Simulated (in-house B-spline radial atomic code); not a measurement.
Radial electron density of P9+, [He] 2s2 2p2. Computed with a radial B-spline atomic code at the basis-set limit: scalar-relativistic (X2C) SCAN, spin-polarised, spherical fractional occupations, Fermi nucleus of rms radius 3.1889 fm.

Columns: r (bohr), 4πr²n(r) (electrons per bohr), bar.

```
 0.00385   0.4091 #
 0.00448   0.5391 #
 0.00521   0.7078 ##
 0.00606   0.9264 ##
 0.00705    1.208 ###
  0.0082    1.568 ####
 0.00954    2.026 #####
  0.0111    2.601 #######
  0.0129    3.309 #########
   0.015    4.177 ###########
  0.0175    5.248 ##############
  0.0203    6.462 #################
  0.0237    7.918 ####################
  0.0275    9.476 #########################
   0.032    11.17 #############################
  0.0373    12.91 #################################
  0.0433    14.49 #####################################
  0.0504    15.84 #########################################
  0.0587    16.73 ###########################################
  0.0683       17 ############################################
  0.0794    16.54 ###########################################
  0.0924    15.33 ########################################
   0.107    13.57 ###################################
   0.125    11.38 #############################
   0.145    9.382 ########################
   0.169    7.842 ####################
   0.197    7.151 ###################
   0.229    7.342 ###################
   0.267     8.14 #####################
    0.31    8.989 #######################
   0.361    9.336 ########################
    0.42    8.775 #######################
   0.488    7.319 ###################
   0.568    5.295 ##############
   0.661    3.264 ########
   0.769    1.679 ####
   0.895   0.6996 ##
    1.04   0.2324 #
    1.21   0.0583 
    1.41  0.01048 
    1.64 0.001338
```

On this grid the curve has 2 maxima, near 0.0683, 0.361 bohr.

The 2s up radial function P(r) = rR(r), positive near the nucleus:

```json
{"r (bohr)": "0.00133", "P": "0.04948"}
{"r (bohr)": "0.0018", "P": "0.06586"}
{"r (bohr)": "0.00244", "P": "0.08761"}
{"r (bohr)": "0.00331", "P": "0.1163"}
{"r (bohr)": "0.00448", "P": "0.1533"}
{"r (bohr)": "0.00606", "P": "0.2009"}
{"r (bohr)": "0.0082", "P": "0.2612"}
{"r (bohr)": "0.0111", "P": "0.3358"}
{"r (bohr)": "0.015", "P": "0.4244"}
{"r (bohr)": "0.0203", "P": "0.5251"}
{"r (bohr)": "0.0275", "P": "0.6295"}
{"r (bohr)": "0.0373", "P": "0.72"}
{"r (bohr)": "0.0504", "P": "0.7654"}
{"r (bohr)": "0.0683", "P": "0.723"}
{"r (bohr)": "0.0924", "P": "0.5414"}
{"r (bohr)": "0.125", "P": "0.1815"}
{"r (bohr)": "0.169", "P": "-0.3491"}
{"r (bohr)": "0.229", "P": "-0.9549"}
{"r (bohr)": "0.31", "P": "-1.429"}
{"r (bohr)": "0.42", "P": "-1.543"}
{"r (bohr)": "0.568", "P": "-1.233"}
{"r (bohr)": "0.769", "P": "-0.6937"}
{"r (bohr)": "1.04", "P": "-0.2522"}
{"r (bohr)": "1.41", "P": "-0.0511"}
```
